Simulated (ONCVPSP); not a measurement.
What one change does to a pseudopotential (I (Z = 53), ONCV)

I (Z = 53), optimised norm-conserving Vanderbilt (ONCV), made with ONCVPSP 4.0.1 (PBE, scalar-relativistic). Core [Ar] 3d10, reference 4s2 4p6 4d10 5s2 5p5. Waves: 4s+5s: rc 1.25 bohr, ncon 4, nbas 8, qcut 12.2 1/bohr, 2 projectors; 4p+5p: rc 1.25 bohr, ncon 3, nbas 6, qcut 13 1/bohr, 2 projectors; 4d: rc 1.05 bohr, ncon 4, nbas 8, qcut 17.8 1/bohr, local. Local part: the d channel. Core correction: Teter function fitted to the true core (icmod 2), fcfact 0.25.

Change: p: qcut 19.5.

Cutoffs: the cutoffs (Ha) at which the residual kinetic energy of the hardest occupied pseudo-wave falls to 1 and 0.1 mHa per electron; they do not see the model core or the augmentation charge, which bear on the density cutoff. Errors are all-electron minus pseudo energies relative to the spin-unpolarised reference configuration.

Question: What does the change do?

Answer: The potential gets neither clearly harder nor softer (63 Ha and 80 Ha → 63 Ha and 80 Ha); the d channel sets the loose cutoff, while the largest relative change is in p, which becomes harder; the errors of the 4 common tests hardly move; neither file shows a bound ghost.

| quantity | base | changed |
| --- | --- | --- |
| cutoff, loose | 63 Ha | 63 Ha |
| cutoff, tight | 80 Ha | 80 Ha |
| loose cutoff by channel | s 47 Ha, p 45 Ha, d 63 Ha | s 47 Ha, p 53 Ha, d 63 Ha |
| bound ghosts | none | none |
| GHOST(+) flags under 300 eV | none | none |
| error for 4s2 4p6 4d10 5s2 5p4, meV [ΔE 11.13 eV] | -2.3 | -2.3 |
| error for 4s2 4p6 4d10 5s2 5p3, meV [ΔE 30.98 eV] | -6.9 | -6.8 |
| error for 4s2 4p6 4d10 5s2 5p2, meV [ΔE 60.31 eV] | -14 | -14 |
| error for 4s2 4p6 4d10 5s1 5p5, meV [ΔE 22.11 eV] | -3.5 | -3.6 |
| s: phases at 1.27 bohr within 0.05 rad from the reference energy up to (Ha; the scan ends near 5) | to the end of the scan | to the end of the scan |
| p: phases at 1.27 bohr within 0.05 rad from the reference energy up to (Ha; the scan ends near 5) | to the end of the scan | to the end of the scan |
| d: phases at 1.07 bohr within 0.05 rad from the reference energy up to (Ha; the scan ends near 5) | to the end of the scan | to the end of the scan |
| rms error of d²Exc/dni dnj with the model core, mHa | 0.68 | 0.69 |
